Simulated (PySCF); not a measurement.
Homolysis of single bonds, series Ga Br-H. All species are isolated molecules in the gas phase. Strings in code marks are SMILES.

All values below come from PySCF 2.14.0 with TPSSh-D3(BJ)/def2-TZVP. 

| species | dipole moment (D) |
|---|---|
| whole molecule (`[Br][Ga]([Br])[Br]`) | 0.00 |
| radical fragment (`[GaH][Br]`) | 1.90 |
| whole molecule (`[GaH2][Br]`) | ? |
| whole molecule (`[GaH3]`) | 0.00 |

### Question
Fill in the missing entries.

### Answer

- whole molecule (`[GaH2][Br]`), dipole moment (D): 1.83
